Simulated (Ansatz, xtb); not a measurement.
## Al2Si2H6 (SMILES [SiH3][Al]1[AlH][SiH2]1): the HOMO–LUMO gap, rung by rung

Al2Si2H6: 10 atoms, total charge 0, spin state singlet. As SMILES, `[SiH3][Al]1[AlH][SiH2]1`. The shape is that of a PBE0-D4/def2-TZVP optimisation.

Each level gives the HOMO–LUMO gap (eV). The values are calculated.

```
             level                    kind  program  value (eV)   CPU time
          GFN0-xTB          semi-empirical      xtb        1.51  under 2 s
       HF/def2-SVP            Hartree–Fock   Ansatz        8.70      4.1 s
    SVWN5/def2-SVP                     LDA   Ansatz        2.76      6.6 s
      PBE/def2-SVP                     GGA   Ansatz        2.85      9.3 s
   r2SCAN/def2-SVP                meta-GGA   Ansatz        3.13       21 s
    B3LYP/def2-SVP           global hybrid   Ansatz        4.02       12 s
CAM-B3LYP/def2-SVP  range-separated hybrid   Ansatz        6.35       14 s
  wB97M-V/def2-SVP  range-separated hybrid   Ansatz        7.77    2.5 min
```

The values span 1.51 to 8.70 eV. Orbital gaps aren't excitation energies; they tend to grow with the share of exact exchange. Times are those of the runs behind each value, whatever else they computed, on shared processors of several kinds: orders of magnitude only.
